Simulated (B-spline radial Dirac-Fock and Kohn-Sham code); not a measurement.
These are calculated numbers from a radial finite-basis atomic code; the model is relaxed Dirac-Fock hole states (ΔSCF) with Breit and QED corrections and a finite nucleus. Electron correlation is not included.

Question: Identify the element and charge state from the binding energies below (tabulated ground configuration; the least bound level is included).

```
level  binding energy (eV)
   2s              18025.3
2p1/2              17446.7
2p3/2              15711.0
   3s               6925.6
3p1/2               6685.6
3p3/2               6245.4
   3d               5895.5
```

Answer: Pt⁵⁸⁺: Z = 78 with 20 electrons, [Ar] 3d2.
